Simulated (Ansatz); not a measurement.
Start from `Br[SiH2]Br` and change one atom or group to get `C[SiH2]Br`.

Ansatz, PBE0-D4/def2-TZVP geometries, multiplicity 1. 

Scalar relativity is left out up to krypton.

| property | `Br[SiH2]Br` |
| --- | --- |
| HOMO energy (ωB97M-V/def2-TZVPP) / eV | -10.83 |
| size of the dipole moment (PBE/def2-TZVPP) / D | 0.96 |
| HOMO–LUMO gap (ωB97M-V/def2-TZVPP) / eV | 12.11 |
| LUMO energy (PBE/def2-TZVPP) / eV | -1.50 |
| HOMO energy (PBE/def2-TZVPP) / eV | -7.34 |
| LUMO energy (B3LYP/def2-TZVPP) / eV | -0.84 |

(1) Give the same properties after the change, and the shifts. (An estimate is asked.)

## Answers

(1) Ansatz gave: 
```
                                      property  `C[SiH2]Br`  shift
         HOMO energy (ωB97M-V/def2-TZVPP) / eV       -10.48   0.35
size of the dipole moment (PBE/def2-TZVPP) / D         1.90   0.94
       HOMO–LUMO gap (ωB97M-V/def2-TZVPP) / eV        12.40   0.29
             LUMO energy (PBE/def2-TZVPP) / eV        -0.76   0.74
             HOMO energy (PBE/def2-TZVPP) / eV        -6.98   0.36
           LUMO energy (B3LYP/def2-TZVPP) / eV        -0.09   0.75
```

With PBE0 the HOMO rises by 0.36 eV and the LUMO rises by 0.74 eV, so the gap widens by about 0.38 eV. PBE moves the HOMO by 0.36 eV and ωB97M-V by 0.35 eV. The zero-point energy changes by 92.8 kJ/mol with +9 modes. Dipoles are sizes alone; their direction can turn.

B3LYP here is the variant with VWN-RPA as its local correlation; programs differ in this.

Spin–orbit coupling is left out; it splits and shifts lone-pair levels of the heavy atoms by tenths of an eV.
